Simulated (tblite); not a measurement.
Problem. Write Cartesian coordinates for `c1(sccc1C(C)C)C(=O)Cl` as optimised with GFN2-xTB.

Solution. 
```xyz
20
C8H9ClOS angstrom
C     -1.698    0.615    0.831
C     -0.911    0.213   -0.422
C     -1.632   -0.902   -1.177
C      0.477   -0.183   -0.018
C      0.877   -1.494    0.303
C      2.188   -1.583    0.668
S      2.990   -0.078    0.641
C      1.531    0.711    0.126
C      1.505    2.122   -0.111
O      0.588    2.811   -0.441
Cl     3.108    2.874    0.146
H     -1.222    1.460    1.321
H     -1.749   -0.216    1.532
H     -2.710    0.901    0.554
H     -0.840    1.091   -1.070
H     -1.854   -1.740   -0.522
H     -2.573   -0.526   -1.571
H     -1.029   -1.256   -2.010
H      0.223   -2.346    0.265
H      2.726   -2.465    0.955
```

Orientation and origin are arbitrary. Atoms count from 1 in this order. The C–C distances run from 1.364 Å (C5–C6, aromatic) to 1.533 Å (C1–C2, drawn single), a spread of 0.169 Å. The 5-membered ring C4–C5–C6–S7–C8 has internal angles of 90.6° to 113.2°; it is planar, 0.00 Å rms from its mean plane, widest ring torsion 0°. Of the pairs four or more bonds apart, O10···H15 is among the closest relative to their van der Waals radii: 2.32 Å, 85 % of the sum of Bondi's values. The C–S distances run from 1.705 Å (C6–S7, aromatic) to 1.737 Å (S7–C8, aromatic), a spread of 0.032 Å.

Bonds between heavy atoms (Å): C1–C2 1.533, C2–C3 1.528, C2–C4 1.499, C4–C5 1.408, C5–C6 1.364, C6–S7 1.705, S7–C8 1.737, C8–C9 1.431, C9=O10 1.193, C9–Cl11 1.790, C4–C8 1.389.

Computed geometry: GFN2-xTB, gas phase.

Point group: C1 (no symmetry element, even within 0.4 Å). Its GFN2-xTB frequencies are all real (lowest 28 cm⁻¹). The numbers are those of one conformer (C1–C2–C4–C5 91°, S7–C8–C9–O10 -179°). 3 starts were optimised and ended at 0.00, 0.06 and 2.89 kcal/mol (GFN2-xTB); the lowest of these is shown.

The run took 1.7 s of wall time on one thread of an Intel Xeon Platinum 8488C, on a shared host. These figures are those of the optimisation.
